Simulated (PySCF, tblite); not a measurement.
Species: C3H5NO2Si.
Numbering: `[N:1]#[C:2][CH2:3][C:4](=[O:5])[O:6][SiH3:7]` (hydrogens: H8, H9 on C3; H10, H11, H12 on Si7)

Computed with GFN2-xTB (tblite), gas phase: nudged elastic band of 9 images (0 to 8), spring 0.2 eV/Å², climbing image at the end, force threshold 0.05 eV/Å. No saddle search or frequency run followed, so the top image need not be a first-order saddle, and its height can exceed the method's true barrier by a kcal/mol or more.

Path: rotation about C4–O6 (carbonyl carbon, oxygen singly bound to a carbonyl carbon), followed by the dihedral C3–C4–O6–Si7.

Image 0 (start, dihedral -178°):
```
atom  x, y, z in Å
N1     -2.063    1.506    1.807
C2     -1.937    0.752    0.958
C3     -1.758   -0.187   -0.119
C4     -0.326   -0.101   -0.646
O5     -0.057    0.082   -1.799
O6      0.568   -0.257    0.304
Si7     2.219   -0.165    0.054
H8     -1.933   -1.198    0.260
H9     -2.458    0.031   -0.930
H10     2.621   -0.271    1.446
H11     2.526    1.109   -0.582
H12     2.600   -1.302   -0.778
```

Image 8 (end, +0.138 eV, dihedral -5°):
```
atom  x, y, z in Å
N1     -0.885    2.494   -0.267
C2     -1.140    1.386   -0.146
C3     -1.444   -0.012   -0.010
C4     -0.506   -0.834   -0.904
O5     -0.904   -1.437   -1.856
O6      0.760   -0.842   -0.546
Si7     1.787   -0.165    0.551
H8     -1.307   -0.314    1.032
H9     -2.473   -0.195   -0.325
H10     2.972   -0.968    0.309
H11     1.230   -0.367    1.891
H12     1.910    1.253    0.246
```

**Question.** What do the inner images look like?

**Answer.** 
Image 1: +0.017 eV, dihedral -162°
```
atom  x, y, z in Å
N1     -1.795    1.670    1.671
C2     -1.804    0.839    0.888
C3     -1.774   -0.197   -0.111
C4     -0.357   -0.273   -0.682
O5     -0.111   -0.198   -1.852
O6      0.546   -0.413    0.263
Si7     2.181   -0.123    0.092
H8     -2.027   -1.153    0.356
H9     -2.481    0.026   -0.913
H10     2.576   -0.502    1.439
H11     2.314    1.294   -0.220
H12     2.732   -0.971   -0.957
```

Image 2: +0.060 eV, dihedral -145°
```
atom  x, y, z in Å
N1     -1.487    1.783    1.531
C2     -1.639    0.908    0.813
C3     -1.769   -0.191   -0.108
C4     -0.395   -0.440   -0.735
O5     -0.205   -0.494   -1.915
O6      0.537   -0.569    0.186
Si7     2.123   -0.076    0.145
H8     -2.087   -1.083    0.437
H9     -2.494    0.047   -0.890
H10     2.550   -0.681    1.396
H11     2.060    1.382    0.148
H12     2.806   -0.587   -1.036
```

Image 3: +0.107 eV, dihedral -124°
```
atom  x, y, z in Å
N1     -1.200    1.875    1.366
C2     -1.468    0.969    0.723
C3     -1.738   -0.176   -0.106
C4     -0.425   -0.584   -0.784
O5     -0.314   -0.748   -1.962
O6      0.548   -0.729    0.094
Si7     2.046   -0.035    0.205
H8     -2.090   -0.999    0.521
H9     -2.487    0.065   -0.863
H10     2.555   -0.819    1.317
H11     1.786    1.370    0.503
H12     2.788   -0.191   -1.039
```

Image 4: +0.147 eV, dihedral -106°
```
atom  x, y, z in Å
N1     -1.062    2.030    1.113
C2     -1.364    1.064    0.584
C3     -1.695   -0.159   -0.096
C4     -0.450   -0.685   -0.821
O5     -0.440   -0.964   -1.982
O6      0.580   -0.824   -0.008
Si7     1.994   -0.024    0.273
H8     -2.013   -0.902    0.641
H9     -2.494    0.014   -0.820
H10     2.636   -1.002    1.135
H11     1.625    1.220    0.940
H12     2.683    0.231   -0.986
```

Image 5 (top): +0.180 eV, dihedral -81°
```
atom  x, y, z in Å
N1     -0.966    2.206    0.778
C2     -1.271    1.170    0.405
C3     -1.630   -0.135   -0.075
C4     -0.471   -0.765   -0.861
O5     -0.594   -1.145   -1.987
O6      0.636   -0.904   -0.160
Si7     1.934   -0.034    0.356
H8     -1.860   -0.780    0.778
H9     -2.501   -0.060   -0.730
H10     2.743   -1.115    0.893
H11     1.482    0.908    1.375
H12     2.499    0.653   -0.799
```

Image 6: +0.165 eV, dihedral -47°
```
atom  x, y, z in Å
N1     -0.797    2.307    0.463
C2     -1.137    1.239    0.241
C3     -1.543   -0.106   -0.052
C4     -0.491   -0.834   -0.904
O5     -0.764   -1.318   -1.962
O6      0.703   -0.932   -0.362
Si7     1.840   -0.040    0.428
H8     -1.672   -0.658    0.884
H9     -2.485   -0.093   -0.606
H10     2.814   -1.083    0.701
H11     1.274    0.524    1.651
H12     2.260    0.993   -0.508
```

Image 7: +0.142 eV, dihedral -12°
```
atom  x, y, z in Å
N1     -0.686    2.385    0.126
C2     -1.046    1.301    0.065
C3     -1.463   -0.069   -0.027
C4     -0.507   -0.868   -0.926
O5     -0.900   -1.481   -1.875
O6      0.757   -0.857   -0.565
Si7     1.760   -0.064    0.478
H8     -1.455   -0.518    0.970
H9     -2.468   -0.126   -0.450
H10     2.869   -1.001    0.516
H11     1.093    0.063    1.775
H12     2.046    1.234   -0.112
```

The largest changes of bonds and angles from start to top: O6–Si7 1.672 → 1.646 Å, C3–C4 1.528 → 1.536 Å, C4=O5 1.198 → 1.194 Å, C2–C3 1.440 → 1.437 Å, C4–O6–Si7 123.8 → 140.7°, O6–Si7–H10 97.2 → 99.3°, H10–Si7–H11 115.1 → 113.2°. GFN2-xTB torsional profiles can miss by a kcal/mol or more and can put conformers in the wrong order.

**Question.** What do single points at PBE0/pcSseg-1 (PySCF, no dispersion term) give on some images?

**Answer.** 
```
image  GFN2-xTB E (eV)  DFT E (eV)  HOMO (eV)  LUMO (eV)  dipole (D)
    0            0.000       0.000      -8.73      -0.68        3.09
    2            0.060       0.140      -8.66      -0.74        2.21
    5            0.180       0.336      -8.64      -0.76        2.05
    6            0.165       0.322      -8.60      -0.73        2.54
    8            0.138       0.314      -8.59      -0.72        3.72
```

Energies count from image 0 at each level. At the GFN2-xTB top the DFT energy is 7.8 kcal/mol against 4.1; the geometries weren't optimised at the DFT level.

The cost below is that of the whole band run. Cost: about 18 s of CPU time on one thread; the machine was shared, so the figure is rough.
